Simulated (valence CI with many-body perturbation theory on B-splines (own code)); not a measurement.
# As¹¹⁺ in brief

Calculated by valence CI with perturbative core correlation (CI+MBPT): four valence electrons over a frozen Dirac-Fock core [Ar], radial functions for each j: 7 s, 7 p, 8 d, 6 f, 4 g, 1 h, with the one-electron correlation potential Σ1, the two-electron term Σ2, the three-electron term Σ3, Breit, model QED; selected CI, second order for the rest, scaled by the run's own slope (own B-spline code, finite nucleus).

No measured spectrum was set against this ion. As an estimate, terms of the open shell hold to 2 to 4 % of their energy, and close levels can change places. Only levels of the ground parity were solved; by the run's estimate the other parity begins above the list, which can be wrong where configurations are misplaced.

Rates and lifetimes use the calculated energies. Strong lines usually hold to 10 to 20 %, long lifetimes can be off by a factor of two.

What is the ground level?

3d4 5D_0, composition 97 % 3d4 5D + 3 % 3d4 3P.

How well does LS coupling describe the low levels?

Among the lowest 20 levels the leading LS term, summed over configurations, holds 90 % on average. For single configurations the figures are 90 % in LS and 56 % in jj coupling. Terms mix most in the J = 3 level at 59537 cm⁻¹, where the leading one holds 66 %.

How is the term 5D of the ground level split?

J = 0 at 0.0, J = 1 at 1130, J = 2 at 3006, J = 3 at 5334, J = 4 at 7934 cm⁻¹.

What is the ionisation energy?

333.32 eV; NIST lists 333 ± 2.5 eV (theoretical).
